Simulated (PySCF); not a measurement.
# Stretching one bond of AlH3N cation

Calculated results; nothing here was measured. They come from PySCF 2.14.0, an open-source quantum chemistry program, on an isolated molecule that a program drew, which may never have been made. The molecule is AlH3N cation (charge +1, singlet), drawn as the SMILES string `[NH2][AlH+]`.

The structure below is the HF double-zeta minimum with every atom moved a little at random, so it isn't optimised. Bond N1-H4 is then set to each length in the table by shifting atom 4 along it, with nothing else relaxed.
```xyz
5
AlH3N cation, angstrom
N     0.0154    2.9210    1.0562
Al    0.7245    2.5032   -0.5979
H    -0.8146    3.4070    1.0805
H     0.2156    2.6496    1.8854
H     1.3038    2.0871   -1.9068
```

E is the energy above the same method's energy at the HF double-zeta minimum. IE is the energy to remove one electron at fixed geometry, to the doublet state of charge +2, as a difference of total energies. The basis family is cc-pV(n+d)Z, with UHF for radicals and no spin-orbit coupling. Best is HF at quadruple zeta, plus MP2 correlation extrapolated from triple and quadruple zeta, plus CCSD(T) minus MP2 at triple zeta, with a frozen core. The other columns are at triple zeta.

| bond (Å) | E B3LYP (kcal/mol) | E PBE (kcal/mol) | E CCSD(T) (kcal/mol) | E best (kcal/mol) | IE B3LYP (eV) | IE PBE (eV) | IE CCSD(T) (eV) | IE best (eV) | T1 |
|---|---|---|---|---|---|---|---|---|---|
| 0.7922 | 49.08 | 50.55 | 49.16 | 48.62 | 16.338 | 16.396 | 16.192 | 16.355 | 0.014 |
| 0.8452 | 28.80 | 29.75 | 28.68 | 28.38 | 16.277 | 16.337 | 16.136 | 16.299 | 0.014 |
| 0.8952 | 17.14 | 17.64 | 16.93 | 16.78 | 16.219 | 16.280 | 16.081 | 16.245 | 0.014 |
| 0.9722 | ? | ? | ? | ? | ? | ? | ? | ? | ? |
| 1.1022 | 11.79 | 10.71 | 11.66 | 11.80 | 15.974 | 16.039 | 15.848 | 16.017 | 0.015 |
| 1.1772 | 18.46 | 16.89 | 18.45 | 18.62 | 15.885 | 15.952 | 15.762 | 15.933 | 0.015 |

T1 is the CCSD diagnostic of the starting molecule.

**Estimate the best E and IE at 0.9722 Å from the other rows.**

A least-squares cubic in the inverse of the bond length through the other values of E best gives 8.90 kcal/mol there. A least-squares quadratic in the bond length through IE best gives 16.161 eV. The calculation gives 8.83 kcal/mol and 16.161 eV, so the fits miss by 0.07 kcal/mol and 0.000 eV. The same recipe one zeta lower moves these two values by 0.40 kcal/mol and 0.04 eV, a gauge of their own error. The rest of the row: E is 9.06 (B3LYP), 8.94 (PBE), 8.82 (CCSD(T)); IE is 16.129 (B3LYP), 16.191 (PBE), 15.995 (CCSD(T)); T1 is 0.014.
